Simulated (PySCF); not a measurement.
Geometries of 2 isomers of C3H9GeN, from PySCF, PBE0-D3(BJ)/def2-SVP geometry optimisation, gas phase. One conformer each, no zero-point energy, no frequencies.

**Question.** Which is lower in electronic energy at this level?
A.
```xyz
14
angstrom
C     -2.135    0.155    0.973
C     -1.160    0.647    0.202
C     -0.560   -0.025   -0.984
Ge     1.204   -0.770   -0.538
N      2.153    0.585    0.273
H     -2.603   -0.810    0.753
H     -2.501    0.701    1.846
H     -0.724    1.619    0.466
H     -1.196   -0.844   -1.356
H     -0.400    0.690   -1.807
H      0.997   -2.026    0.349
H      1.994   -1.160   -1.804
H      3.142    0.378    0.397
H      1.778    0.850    1.182
```
B.
```xyz
14
angstrom
C     -2.286    0.612   -0.143
N     -1.121    0.164   -0.320
C     -0.592   -0.810    0.600
C      0.721   -0.317    1.195
Ge     1.949    0.402   -0.166
H     -2.941    0.286    0.691
H     -2.693    1.362   -0.836
H     -0.397   -1.728    0.019
H     -1.317   -1.076    1.399
H      0.534    0.480    1.933
H      1.227   -1.136    1.729
H      1.988   -0.539   -1.385
H      1.556    1.818   -0.613
H      3.367    0.466    0.446
```

**Answer.** A. That is `C=C[CH2][GeH2][NH2]`, 13.4 kcal/mol below the other.

```
             SMILES               atoms numbered as above       E (Eh)  relative (kcal/mol)  relative (kJ/mol)  dipole (D)
C=C[CH2][GeH2][NH2]  [CH2:1]=[CH:2][CH2:3][GeH2:4][NH2:5]  -2250.61979                  0.0                0.0        0.78
    C=NC[CH2][GeH3]   [CH2:1]=[N:2][CH2:3][CH2:4][GeH3:5]  -2250.59850                 13.4               55.9        2.19
```

As drawn, the lower has an N–H bond and a C=C bond outside aromatic rings, which the higher lacks; the higher has a C=N bond, which the lower lacks.
